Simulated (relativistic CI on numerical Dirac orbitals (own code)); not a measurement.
Re⁶⁺ (5d) in a crystal field

Calculated by Dirac-Coulomb-Breit CI, orbitals from a KLI potential per configuration, a model potential for QED, one configuration in a parametric crystal field, unscaled Slater integrals (own radial code).

Field parameters in Wybourne normalisation: D4h B²₀ = −7Ds, B⁴₀ = 21(Dq − Dt), B⁴₄ = 21√(5/14) Dq. The field is a parameter set, without covalency.

S and J are read from ⟨S²⟩ = S(S + 1) and ⟨J²⟩ = J(J + 1) of each level; they are not fictitious spins.

D4h, 10Dq = 27600, Ds = 1590, Dt = 1150 cm⁻¹, the lowest 5 levels:

| E (cm⁻¹) | Degeneracy | Irrep | S | J |
| --- | --- | --- | --- | --- |
| 0.0 | 2 | Γ7 | 0.50 | 1.79 |
| 106 | 2 | Γ6 | 0.50 | 1.69 |
| 7439 | 2 | Γ7 | 0.50 | 2.50 |
| 19536 | 2 | Γ6 | 0.50 | 2.36 |
| 31071 | 2 | Γ7 | 0.50 | 2.29 |

Principal g values of the ground doublet: 0.37, 0.37, 0.72.

D4h, 10Dq = 16950, Ds = 1770, Dt = -430 cm⁻¹, the lowest 5 levels:

```tsv
E (cm⁻¹)	Degeneracy	Irrep	S	J
0.0	2	Γ6	0.50	1.74
3190	2	Γ7	0.50	1.93
11574	2	Γ7	0.50	2.34
23813	2	Γ6	0.50	2.33
28777	2	Γ7	0.50	2.33
```

Principal g values of the ground doublet: 0.09, 0.95, 0.95.

The free-ion ground term has S = 1/2. Every field shown keeps that spin.

Levels of this model without a field, named by their leading LS term: 2D_3/2 0, 2D_5/2 10343 cm⁻¹.
